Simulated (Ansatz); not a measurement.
The cluster Os3. The state is a quintet with charge 0. Geometry PBE0-D4/def2-TZVP; atoms count from 1.

| atom | x (Å) | y (Å) | z (Å) |
| --- | --- | --- | --- |
| Os1 | -0.7764 | -0.9738 | -0.4015 |
| Os2 | 1.1918 | 0.0155 | -0.5366 |
| Os3 | -0.4154 | 0.9583 | 0.9382 |

In the def2 sets Os takes a core potential; there is no spin–orbit coupling. The charge 0 quintet is spin-contaminated (final ⟨S²⟩ up to 6.79, 6.00 for a pure state). The geometry of the quintet was relaxed on an unsound state (⟨S²⟩ 6.79, where a pure state has 6.00). The structure comes from a short search, and lower isomers may exist.

(1) Estimate the Mulliken populations from the PBE0/def2-TZVP orbitals of Ansatz.

(2) Where does the spin sit?

(3) And the Mayer bond orders between bonded heavy atoms (over 0.3)?

Answers

(1) 
```csv
atom,charge (e),spin (α − β),d electrons
Os1,0.00,0.95,6.65
Os2,0.00,0.95,6.65
Os3,-0.01,2.10,6.73
```
Mulliken values and Mayer orders depend strongly on the basis.

(2) Summed by element: Os 4.00, of 4 unpaired in all. Largest on single atoms: Os3 2.10, Os2 0.95, Os1 0.95.

(3) Os1–Os2 2.37 (2.21 Å); Os1–Os3 1.61 (2.38 Å); Os2–Os3 1.61 (2.38 Å).
